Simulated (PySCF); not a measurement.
# Reading the logs of faulty runs: Ge2H5NSi

Calculated results; nothing here was measured. They come from PySCF 2.14.0, an open-source quantum chemistry program, on an isolated molecule that a program drew, which may never have been made. The molecule is Ge2H5NSi (charge 0, singlet), drawn as the SMILES string `[GeH][N]=[SiH][GeH3]`.

Each row is a Hartree-Fock (HF) and frozen-core CCSD(T) single point in the cc-pV(D+d)Z basis, meant for a local HF minimum. Run 1 is clean. Each other run has one planted mistake out of seven kinds, and not every kind appears here: one electron removed, one electron added, multiplicity raised by two, geometry at a saddle point, minimal basis STO-3G, one bond length entered in bohr, all coordinates scaled. The reference is restricted for singlets and unrestricted otherwise, and also for a bond in bohr. Adding or removing an electron swaps singlet and doublet. Electrons count all cores. HOMO and LUMO are orbital energies over both spins, the gradient is its largest component, and the lowest frequency (negative if imaginary) is given only where the gradient is small. Bond lengths are over the 8 bonds as drawn. T1 is the CCSD diagnostic: over 0.02 (restricted) or 0.045 (unrestricted) a single reference is doubtful. Germanium has the cc-pVDZ-PP basis, with a core potential (ECP10MDF) in place of its 10 inner electrons, and its 3s, 3p and 3d shells are frozen in CCSD(T).

Geometry of the clean run:
```xyz
9
Ge2H5NSi, angstrom
Ge    1.9046    1.6857   -1.5598
N     0.4471    0.9893   -0.7655
Si   -0.7462    0.4428    0.0907
Ge   -0.8462   -1.7942    0.9580
H     1.4850    1.3339   -3.0616
H    -1.9232    1.2769    0.4255
H    -2.0716   -2.5118    0.3839
H     0.4266   -2.5427    0.5712
H    -0.9837   -1.7481    2.4831
```

| run | electrons | basis functions | <S^2> | HOMO (eV) | LUMO (eV) | gradient (hartree/bohr) | lowest frequency (cm^-1) | mean bond (Å) | longest bond (Å) | T1 | HF (hartree) | CCSD(T) (hartree) | mistake |
|---|---|---|---|---|---|---|---|---|---|---|---|---|---|
| 1 | 90 | 108 | 0.000 | -8.08 | 1.45 | 5.4e-06 | 40 | 1.6798 | 2.401 | 0.0223 | -933.00687 | -933.51618 | no fault |
| 2 | 89 | 108 | 0.784 | -14.52 | -6.11 | 7.7e-02 | - | 1.6798 | 2.401 | 0.0277 | -932.74762 | -933.23030 | one electron removed |
| 3 | 90 | 108 | 0.000 | -7.74 | 1.72 | 1.1e-01 | - | 1.5403 | 2.202 | 0.0198 | -932.92712 | -933.42010 | all coordinates scaled |
| 4 | 90 | 108 | 2.021 | -6.37 | -0.01 | 2.5e-02 | - | 1.6798 | 2.401 | 0.0213 | -932.94475 | -933.43220 | multiplicity raised by two |
| 5 | 90 | 108 | 1.168 | -8.16 | 0.51 | 7.4e-03 | - | 1.9468 | 4.538 | 0.0390 | -932.92926 | -933.41618 | ? |

**Which mistake was planted in run 5, and what did it cost?**

The mean bond changes by a factor of 1.159 and the longest by 1.890, so the molecule wasn't scaled as a whole. A length L in bohr read as angstrom grows by (1/0.5292 - 1) L = 0.890 L. The 8 bonds together grew by 8 x 0.2670 = 2.136 Å, which gives L = 2.401 Å. That is bond Si3-Ge4, 2.401 Å in the clean geometry. So the mistake is: one bond length entered in bohr. Subtracting run 1 and multiplying by 627.51 kcal/mol a hartree, the energy moved by 48.7 kcal/mol in HF and 62.8 kcal/mol in CCSD(T).

Cautions from the logs. Run 1: T1 is over the limit, so its CCSD(T) energy is less reliable.
